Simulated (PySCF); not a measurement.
¹⁷O shieldings along a series

GIAO PBE0/pcSseg-1 on GFN2-xTB geometries (PySCF, gas phase, non-relativistic):

| SMILES | HOMO–LUMO gap (eV) | σ(O) (ppm) |
| --- | --- | --- |
| C#C[C@](C)(F)[SiH2]O | 7.52 | 324.8 |
| C#C[Si@@](F)(CC)[SiH2]O | 6.56 | 341.9 |
| CC#C[C@](F)(CC)[SiH2]O | 7.44 | 330.3 |
| C#C[C@@](F)(CC)[SiH2]O | 7.46 | 324.5 |
| C#C[C@](F)(C=C)[SiH2]O | 7.20 | 326.4 |
| C#C[C@](F)(CC)CO | 8.17 | 315.5 |
| C#C[C@@](F)(C[SiH3])[SiH2]O | 7.33 | 325.6 |

Problem. Fit σ(O) as a line in the HOMO–LUMO gap. How well does it hold?

Solution. σ = 443.3 − 15.8 x, with x in eV; correlation -0.94, rms deviation 2.4 ppm, largest 4.2 ppm at `CC#C[C@](F)(CC)[SiH2]O`. A larger gap weakens the paramagnetic term, which raises σ.

Problem. A further member, `C#C[C@@](F)(CCC)[SiH2]O`, has x = 7.42. What does the line predict, and what does the calculation give?

Solution. The line gives 326.1 ppm; the calculation 324.5 ppm, a difference of -1.6 ppm, within the usual scatter of the fit.
